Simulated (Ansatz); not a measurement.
`N[SiH2][SiH](N)O` and `N[SiH2][SiH](N)F` differ in one atom or group.

Ansatz, PBE0-D4/def2-TZVP geometries, multiplicity 1. Each molecule was computed in one conformer, which needn't be the lowest.

| property | `N[SiH2][SiH](N)O` |
| --- | --- |
| LUMO energy (PBE/def2-TZVPP) / eV | -0.63 |
| LUMO energy (B3LYP/def2-TZVPP) / eV | -0.02 |
| HOMO–LUMO gap (PBE0/def2-TZVPP) / eV | 7.27 |
| HOMO energy (ωB97M-V/def2-TZVPP) / eV | -9.33 |
| HOMO–LUMO gap (ωB97M-V/def2-TZVPP) / eV | 11.16 |
| LUMO energy (PBE0/def2-TZVPP) / eV | 0.22 |

(1) Give the same properties after the change, and the shifts. (Best estimate.)

Answers

(1) The calculation gave: 
```json
{"property": "LUMO energy (PBE/def2-TZVPP) / eV", "`N[SiH2][SiH](N)F`": "-1.16", "shift": "-0.53"}
{"property": "LUMO energy (B3LYP/def2-TZVPP) / eV", "`N[SiH2][SiH](N)F`": "-0.55", "shift": "-0.53"}
{"property": "HOMO–LUMO gap (PBE0/def2-TZVPP) / eV", "`N[SiH2][SiH](N)F`": "6.99", "shift": "-0.28"}
{"property": "HOMO energy (ωB97M-V/def2-TZVPP) / eV", "`N[SiH2][SiH](N)F`": "-9.52", "shift": "-0.19"}
{"property": "HOMO–LUMO gap (ωB97M-V/def2-TZVPP) / eV", "`N[SiH2][SiH](N)F`": "10.82", "shift": "-0.34"}
{"property": "LUMO energy (PBE0/def2-TZVPP) / eV", "`N[SiH2][SiH](N)F`": "-0.33", "shift": "-0.55"}
```

With PBE0 the HOMO falls by 0.28 eV and the LUMO falls by 0.55 eV, so the gap narrows by about 0.27 eV. PBE moves the HOMO by -0.32 eV and ωB97M-V by -0.19 eV.

Positive LUMOs are unbound, so they and the gaps depend on the basis.

B3LYP here is the variant with VWN-RPA as its local correlation; programs differ in this.
